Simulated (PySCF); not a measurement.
Positional isomers: styrene methoxy. Isolated molecules, 0 K electronic values unless said otherwise. One relaxed conformer stands for each flexible species; it need not be the lowest. Strings in code marks are SMILES.

The HOMO–LUMO gap from two functionals at the same geometries (B3LYP-D3(BJ)/def2-SVP), both in PySCF: PBE-D3(BJ)/def2-TZVP and B3LYP-D3(BJ)/def2-TZVP. B3LYP has the VWN-RPA correlation part, as in Gaussian. 

| species | B3LYP-D3(BJ)/def2-TZVP (eV) |
|---|---|
| `C=C(OC)c1ccccc1` (C–C–O–C torsion 2°, O–C–C–C torsion 19°) | 5.09 |
| `C=Cc1ccc(OC)cc1` (C–C–C–C torsion -1°, C–C–O–C torsion -180°) | 4.80 |
| `c1c(C=C)cccc1OC` (C–C–C–C torsion 0°, C–C–O–C torsion 0°) | 4.93 |
| `C=Cc1ccccc1OC` (C–C–C–C torsion 10°, C–C–O–C torsion -179°) | 4.72 |

Question: What does PBE-D3(BJ)/def2-TZVP give for each?

Answer: 
- `C=C(OC)c1ccccc1` (C–C–O–C torsion 2°, O–C–C–C torsion 19°): 3.61
- `C=Cc1ccc(OC)cc1` (C–C–C–C torsion -1°, C–C–O–C torsion -180°): 3.41
- `c1c(C=C)cccc1OC` (C–C–C–C torsion 0°, C–C–O–C torsion 0°): 3.48
- `C=Cc1ccccc1OC` (C–C–C–C torsion 10°, C–C–O–C torsion -179°): 3.31
Over these rows, drawn at random from the members with no instability flagged (it was tested for open shells, ions and some series alone), PBE minus B3LYP-D3(BJ): mean -1.43 eV, from -1.48 eV to -1.39 eV.
